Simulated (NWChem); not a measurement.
System: silylarsine (SiAsH₅); SMILES [AsH2][SiH3]

Input file for NWChem:

```
start job
memory heap 200 mb stack 900 mb global 1100 mb
geometry units angstroms noautoz
  Si    -0.020034     1.574079     0.000000
  As    -0.044107    -0.818250     0.000000
  H     -0.744852     2.053700    -1.207333
  H     -0.744852     2.053700     1.207333
  H      1.347375     2.160029     0.000000
  H      1.020463    -0.900214    -1.101582
  H      1.020463    -0.900214     1.101582
end
basis spherical
  * library def2-svp
end
dft
  xc b3lyp
  iterations 150
  vectors input atomic output neutral.movecs
end
task dft energy
charge 1
dft
  odft
  mult 2
  vectors input atomic output cation.movecs
end
task dft energy
```

Structure relaxed at the B3LYP/6-31G* (spherical d) level.

Ions are spin-unrestricted doublets at the neutral geometry; other ion states weren't tried.

### Question
Predict the main results of this run. (B3LYP/def2-SVP, vertical spin-unrestricted ions.) Quantities: vertical ionisation energy, ΔSCF (eV); −ε(HOMO) (eV).

### Answer
The vertical ionisation energy, ΔSCF (eV) is 9.76 and the −ε(HOMO) (eV) is 7.29.
